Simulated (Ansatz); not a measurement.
System: Al, charge 0, doublet.

Hartree-Fock and CCSD(T) correlation energies in hartree (Ansatz, a first-principles code). Radicals and triplets start from unrestricted determinants; spin-orbit coupling is neglected. Correlated methods leave the cores frozen. No relativity.

```tsv
basis	X	E(HF)	E(corr, CCSD(T))
cc-pV(T+d)Z	3	-241.87908	-0.05223
cc-pV(Q+d)Z	4	-241.88044	-0.05331
cc-pV(5+d)Z	5	-241.88075	withheld
```

Task: Fit E(corr) = E∞ + A/X³ to X = 3 and 4, predict X = 5, and compare with the run.

Result: A = (-0.05223 - (-0.05331))/(1/27 - 1/64) = 0.0504; E∞ = -0.05331 - A/64 = -0.05410; at X = 5, E∞ + A/125 = -0.05369. The run gave -0.05378, 0.09 mEh below the prediction. The same form on X = 4 and 5 gives E∞ = -0.05427, 0.18 mEh below the first estimate.
